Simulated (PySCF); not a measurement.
Atom-mapped SMILES (the numbers label the heavy atoms): `[F:1][c:2]1[cH:3][cH:4][cH:5][cH:6][c:7]1[CH:8]([F:9])[F:10]`. Each H is labelled by its parent atom.

[PySCF 2.14: GFN2-xTB structure; shieldings: GIAO PBE0/pcSseg-1; no solvent; rapidly exchanging positions averaged; one computed conformer; relativity neglected]

Chemical shifts δ = σref − σ; TMS for $^{13}$C, all at this level.

Problem. Do the $^{13}$C shifts follow the atomic charges (in e)? Tabulate both.

Solution. 
```csv
atoms,hybridisation,δ (ppm),σ para (ppm),Hirshfeld,IAO,Mulliken,ESP-fitted
C2,sp2,169.9,-231,+0.09,+0.30,+0.42,+0.36
C4,sp2,138.0,-206,-0.03,-0.13,-0.05,-0.05
C6,sp2,135.5,-198,-0.04,-0.12,+0.05,-0.11
C7,sp2,130.2,-210,-0.04,-0.08,-0.49,-0.14
C5,sp2,130.1,-197,-0.05,-0.16,-0.07,-0.23
C3,sp2,121.2,-191,-0.06,-0.19,-0.13,-0.32
C8,sp3,115.2,-162,+0.14,+0.44,+0.64,+0.30
```

Correlation coefficients of δ with charge over these carbons: Hirshfeld +0.19, IAO +0.19, Mulliken +0.17, ESP-fitted +0.46; with the paramagnetic shielding -0.88. Among the 6 sp2 carbons alone: Hirshfeld +0.98, IAO +0.96, Mulliken +0.79, ESP-fitted +0.99. With so few points, grouped by hybridisation, these coefficients are fragile. Charge is one influence among several: hybridisation and low-lying excitations act through the paramagnetic term.

Shifts are as computed. Against solution values, carbons near 30 ppm lie about +3 ppm off and those near 130 ppm about +5 ppm (rms about the fit 2.1 ppm; single classes can miss by 10 ppm). Of 1328 compounds with measured shifts, 309 miss one by over three times the rms of a fit or turn the order of signals round; such compounds aren't used in these exercises. Signals without a measured value on file couldn't be tested in this way; 1H shifts scatter by 0.2 ppm about their fit, and single ones miss by 0.5 ppm.
